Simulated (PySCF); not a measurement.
Vertical excitations of a molecule CH6ClNOSi from TDDFT-ωB97X/def2-SVPD (PySCF 2.14.0), as energy in eV (oscillator strength): 7.33 (0.061), 8.40 (0.079), 8.64 (0.024), 8.76 (0.076), 8.97 (0.096), 9.06 (0.014), 9.28 (0.011), 9.39 (0.006), 9.45 (0.063), 9.62 (0.084). Lowest triplet (TDA): 7.10 eV. The structure is a stationary point at PBE0-D3(BJ)/def2-SVP. One conformer was computed; it need not be the lowest.

Question: Identify the compound among the candidates.
(A) C[Si](N)(O)Cl
(B) CO[Si@@H](N)Cl
(C) CN[Si@H](O)Cl
(D) NC[Si@H](O)Cl

Answer: A, C[Si](N)(O)Cl
